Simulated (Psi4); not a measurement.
A dimer, H2O ··· C4H4O (SMILES O and c1ccoc1); the first 3 atoms form monomer A.

```
12

O     -0.0021     0.3896     0.0000
H      0.7660    -0.1907     0.0000
H     -0.7640    -0.1989     0.0000
C      3.9301     2.2420     1.0715
C      3.7542     1.0752     1.8838
C      3.4412     0.0669     1.0342
O      3.4096     0.5218    -0.2488
C      3.7099     1.8492    -0.2067
H      4.1857     3.2346     1.4007
H      3.8494     1.0038     2.9538
H      3.2223    -0.9769     1.1702
H      3.7252     2.3597    -1.1529
```

Task: What interaction energy does SAPT0/jun-cc-pVDZ, frozen core in Psi4 give, and which attractive term is the largest?

Result: Total -0.42 kcal/mol: electrostatics -0.09, exchange 0.78, induction -0.27, dispersion -0.84. The most attractive term is dispersion.
